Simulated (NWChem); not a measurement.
Program: NWChem. System: CF, charge 0, spin multiplicity 2, at a geometry optimised with UB3LYP/def2-SVP. The structure started from a generated list of species. Its SCF solution wasn't tested for a lower state. Level: UTPSS/def2-QZVP.

Output (cleaned and shortened):

```
             Northwest Computational Chemistry Package (NWChem) 7.3.0
             --------------------------------------------------------

                                NWChem Input Module
                                -------------------

 Scaling coordinates for geometry "geometry" by  1.889725989
 (inverse scale =  0.529177249)

 Turning off AUTOSYM since
 SYMMETRY directive was detected!

                             Geometry "geometry" -> ""
                             -------------------------

 Output coordinates in angstroms (scale by  1.889725989 to convert to a.u.)

  No.       Tag          Charge          X              Y              Z
 ---- ---------------- ---------- -------------- -------------- --------------
    1 C                    6.0000     0.00000000     0.00000000     0.76312100
    2 F                    9.0000     0.00000000     0.00000000    -0.50874700

 Effective nuclear repulsion energy (a.u.)      22.4674034145

            Nuclear Dipole moment (a.u.)
            ----------------------------
        X                 Y               Z
 ---------------- ---------------- ----------------
     0.0000000000     0.0000000000     0.0000056692

      Symmetry information
      --------------------

 Group name             C2v
 Group number             16
 Group order               4
 No. of unique centers     2

      Symmetry unique atoms

     1    2


 Summary of "ao basis" -> "" (spherical)
 ------------------------------------------------------------------------------
       Tag                 Description            Shells   Functions and Types
 ---------------- ------------------------------  ------  ---------------------
 *                         def2-qzvp                  on all atoms

                                 NWChem DFT Module
                                 -----------------

 Summary of "ao basis" -> "ao basis" (spherical)
 ------------------------------------------------------------------------------
       Tag                 Description            Shells   Functions and Types
 ---------------- ------------------------------  ------  ---------------------
 C                         def2-qzvp                17       57   7s4p3d2f1g
 F                         def2-qzvp                17       57   7s4p3d2f1g

 Summary of "ao basis" -> "ao basis" (spherical)
 ------------------------------------------------------------------------------
       Tag                 Description            Shells   Functions and Types
 ---------------- ------------------------------  ------  ---------------------
 C                         def2-qzvp                17       57   7s4p3d2f1g
 F                         def2-qzvp                17       57   7s4p3d2f1g

      Symmetry analysis of basis
      --------------------------

        a1         48
        a2         14
        b1         26
        b2         26

            General Information
            -------------------
          SCF calculation type: DFT
          Wavefunction type:  spin polarized.
          No. of atoms     :     2
          No. of electrons :    15
           Alpha electrons :     8
            Beta electrons :     7
          Charge           :     0
          Spin multiplicity:     2
          Use of symmetry is: on ; symmetry adaption is: on
          Maximum number of iterations: 100
          AO basis - number of functions:   114
                     number of shells:    34
          Convergence on energy requested:  1.00D-06
          Convergence on density requested:  1.00D-05
          Convergence on gradient requested:  5.00D-04

              XC Information
              --------------
                  TPSS metaGGA Exchange Functional  1.000
             TPSS03 metaGGA Correlation Functional  1.000

             Grid Information
             ----------------
          Grid used for XC integration:  fine
          Radial quadrature: Mura-Knowles
          Angular quadrature: Lebedev.
          Tag              B.-S. Rad. Rad. Pts. Rad. Cut. Ang. Pts.
          ---              ---------- --------- --------- ---------
          C                   0.70       70           7.0       590
          F                   0.50       70           7.0       590
[...]
 Vector    5  Occ=1.000000D+00  E=-4.913757D-01  Symmetry=b1
              MO Center=  3.2D-16, -1.9D-16, -3.7D-01, r^2= 5.9D-01
   Bfn.  Coefficient  Atom+Function         Bfn.  Coefficient  Atom+Function
  ----- ------------  ---------------      ----- ------------  ---------------
    65      0.364706  2 F  px                68      0.327247  2 F  px
    71      0.304340  2 F  px                74      0.111981  2 F  px
    11      0.106030  1 C  px                 8      0.099236  1 C  px
    14      0.064006  1 C  px

 Vector    6  Occ=1.000000D+00  E=-4.704619D-01  Symmetry=b2
              MO Center= -1.3D-16,  8.6D-14, -3.9D-01, r^2= 5.7D-01
   Bfn.  Coefficient  Atom+Function         Bfn.  Coefficient  Atom+Function
  ----- ------------  ---------------      ----- ------------  ---------------
    66      0.368810  2 F  py                69      0.329949  2 F  py
    72      0.310528  2 F  py                75      0.119251  2 F  py
    12      0.088855  1 C  py                 9      0.087587  1 C  py
    15      0.054278  1 C  py

 Vector    7  Occ=1.000000D+00  E=-3.436876D-01  Symmetry=a1
              MO Center= -3.1D-15, -8.1D-14,  9.6D-01, r^2= 1.1D+00
   Bfn.  Coefficient  Atom+Function         Bfn.  Coefficient  Atom+Function
  ----- ------------  ---------------      ----- ------------  ---------------
     6      0.523468  1 C  s                  7      0.384974  1 C  s
     5      0.202889  1 C  s                 10      0.186434  1 C  pz
    73     -0.159557  2 F  pz                13      0.155616  1 C  pz
    67     -0.156239  2 F  pz                70     -0.143321  2 F  pz
    64     -0.136678  2 F  s                  3     -0.106615  1 C  s

 Vector    8  Occ=0.000000D+00  E=-1.249995D-01  Symmetry=b1
              MO Center= -4.3D-16, -3.1D-16,  6.8D-01, r^2= 1.3D+00
   Bfn.  Coefficient  Atom+Function         Bfn.  Coefficient  Atom+Function
  ----- ------------  ---------------      ----- ------------  ---------------
    14      0.373689  1 C  px                11      0.336234  1 C  px
     8      0.318820  1 C  px                17      0.249660  1 C  px
    65     -0.169983  2 F  px                74     -0.163174  2 F  px
    68     -0.157258  2 F  px                71     -0.143893  2 F  px

 Vector    9  Occ=0.000000D+00  E=-7.403979D-02  Symmetry=b2
              MO Center=  2.4D-16, -8.8D-15,  7.2D-01, r^2= 1.6D+00
   Bfn.  Coefficient  Atom+Function         Bfn.  Coefficient  Atom+Function
  ----- ------------  ---------------      ----- ------------  ---------------
    15      0.360757  1 C  py                18      0.344960  1 C  py
    12      0.306584  1 C  py                 9      0.302587  1 C  py
    75     -0.178130  2 F  py                66     -0.159257  2 F  py
    69     -0.149159  2 F  py                72     -0.131262  2 F  py

 Vector   10  Occ=0.000000D+00  E= 7.131515D-02  Symmetry=a1
              MO Center=  1.9D-14,  2.9D-14,  1.1D-01, r^2= 4.7D+00
   Bfn.  Coefficient  Atom+Function         Bfn.  Coefficient  Atom+Function
  ----- ------------  ---------------      ----- ------------  ---------------
    64      1.465762  2 F  s                  7     -1.197773  1 C  s
    19      1.030462  1 C  pz                16      0.463267  1 C  pz
    76      0.434172  2 F  pz                13      0.279760  1 C  pz
    73      0.237025  2 F  pz                 6     -0.192299  1 C  s
    62      0.185445  2 F  s                 32     -0.160578  1 C  d  0

   alpha - beta orbital overlaps
   -----------------------------

   alpha      1      2      3      4      5      6      7      8      9     10
    beta      1      2      3      4      6      5      7      9      8     10
 overlap   1.000  1.000  1.000  0.997  0.997  1.000  0.996  0.987  1.000  0.998

   alpha     11     12     13     14     15     16     17     18     19     20
    beta     13     11     12     14     15     16     17     19     18     21
 overlap   0.989  1.000  0.998  0.986  0.988  1.000  0.999  1.000  0.996  0.998

   alpha     21     22     23     24     25     26     27     28     29     30
    beta     20     22     25     24     23     26     28     27     29     30
 overlap   1.000  0.996  0.997  1.000  0.997  0.999  1.000  1.000  0.999  0.998

   alpha     31     32     33     34     35     36     37     38     39     40
    beta     31     32     33     34     35     36     38     37     39     41
 overlap   0.995  0.999  0.995  0.998  0.997  0.978  1.000  0.966  0.966  1.000

   alpha     41     42     43     44     45     46     47     48     49     50
    beta     40     42     43     44     45     46     47     48     49     50
 overlap   0.999  0.976  0.999  0.999  1.000  0.998  1.000  1.000  0.999  1.000

   alpha     51     52     53     54     55     56     57     58     59     60
    beta     51     52     54     53     55     56     57     59     58     62
 overlap   1.000  1.000  1.000  1.000  1.000  1.000  1.000  1.000  1.000  1.000

   alpha     61     62     63     64     65     66     67     68     69     70
    beta     63     61     60     64     65     66     67     68     69     71
 overlap   1.000  1.000  0.999  0.999  0.983  0.988  0.998  0.983  0.988  0.998

   alpha     71     72     73     74     75     76     77     78     79     80
    beta     70     73     72     74     75     76     78     77     79     80
 overlap   0.998  1.000  0.993  1.000  0.996  0.995  0.994  0.990  0.996  0.992

   alpha     81     82     83     84     85     86     87     88     89     90
    beta     81     82     83     84     85     86     87     88     89     90
 overlap   0.991  0.996  0.991  0.999  1.000  1.000  1.000  1.000  1.000  1.000

   alpha     91     92     93     94     95     96     97     98     99    100
    beta     91     92     94     93     95     96     97     98     99    100
 overlap   1.000  1.000  1.000  1.000  1.000  1.000  1.000  1.000  1.000  1.000

   alpha    101    102    103    104    105    106    107    108    109    110
    beta    101    102    103    104    105    106    107    108    109    110
 overlap   1.000  1.000  1.000  1.000  1.000  1.000  1.000  1.000  1.000  1.000

   alpha    111    112    113    114
    beta    111    112    113    114
 overlap   1.000  1.000  1.000  1.000

     --------------------------
     Expectation value of S2:
     --------------------------
      <S2> =      0.7550 (Exact =     0.7500)

 center of mass
 --------------
 x =   0.00000000 y =   0.00000000 z =  -0.03096427

 moments of inertia (a.u.)
 ------------------
          42.485501411801           0.000000000000           0.000000000000
           0.000000000000          42.485501411801           0.000000000000
           0.000000000000           0.000000000000           0.000000000000

     Multipole analysis of the density
     ---------------------------------

     L   x y z        total         alpha         beta         nuclear
     -   - - -        -----         -----         ----         -------
     0   0 0 0     -0.000000     -8.000000     -7.000000     15.000000

     1   1 0 0     -0.000000     -0.000000     -0.000000      0.000000
     1   0 1 0     -0.000000     -0.000000     -0.000000      0.000000
     1   0 0 1     -0.343928     -0.802860      0.458926      0.000006

     2   2 0 0     -7.204750     -3.905799     -3.298951      0.000000
     2   1 1 0     -0.000000     -0.000000     -0.000000      0.000000
     2   1 0 1      0.000000      0.000000      0.000000      0.000000
     2   0 2 0     -8.506314     -5.327415     -3.178899      0.000000
     2   0 1 1     -0.000000     -0.000000      0.000000      0.000000
     2   0 0 2     -9.142509    -16.319478    -13.619244     20.796213

 Task  times  cpu:        5.6s     wall:        5.6s

 Total times  cpu:        5.6s     wall:        5.6s
```

Write an NWChem input that would produce this output.

This is not unique; one that fits is 
```
start mol
memory heap 200 mb stack 900 mb global 1100 mb
geometry units angstroms nocenter noautoz
  C      0.000000     0.000000     0.763121
  F      0.000000     0.000000    -0.508747
  symmetry group C2v
end
basis spherical
  * library def2-qzvp
end
dft
  xc xtpss03 ctpss03
  odft
  mult 2
  semidirect memsize 60000000 filesize 0
  iterations 100
  grid fine
end
task dft energy
```
